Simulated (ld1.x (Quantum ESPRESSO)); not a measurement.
## PBEsol PAW dataset for Br, scalar-relativistic all-electron reference.

ld1.x (Quantum ESPRESSO) 7.5 input, shortened:

```
&input
   title='Br', zed=35., rel=1, dft='PBESOL', iswitch=3,
   config='[Ar] 3d10 4s2 4p4.5'
 /
 &inputp
   pseudotype=3, lpaw=.true., tm=.true., lloc=-2, rcloc=1.65,
   nlcc=.false.,
   which_augfun='PSQ', rmatch_augfun_nc=.true.
 /
6
4S  1  0   2.00   0.00  0.80  1.10  0.0
4S  1  0   0.00   0.50  0.80  1.10  0.0
4P  2  1   4.50   0.00  1.40  1.95  0.0
4P  2  1   0.00  -0.60  1.40  1.95  0.0
3D  3  2  10.00   0.00  0.60  0.75  0.0
3D  3  2   0.00  -4.90  0.60  0.75  0.0
 &test
   configts(1)='3d10 4s2 4p4.5'
 /
```

All-electron outer shells of the reference configuration (PBEsol, scalar-relativistic, ld1.x):

| shell | level (eV) | outermost node (bohr) | outermost maximum (bohr) |
| --- | --- | --- | --- |
| 3p | -178.63 | 0.21 | 0.48 |
| 3d | -72.08 | – | 0.43 |
| 4s | -25.10 | 0.67 | 1.41 |
| 4p | -12.50 | 0.70 | 1.64 |

(1) Does the generator finish with these settings?

Results:

(1) No. ld1.x (Quantum ESPRESSO) 7.5 stopped with "compute_chi: chi too large beyond r_c": the function χ = (ε − T − V_loc)φ does not vanish beyond the cutoff radius.
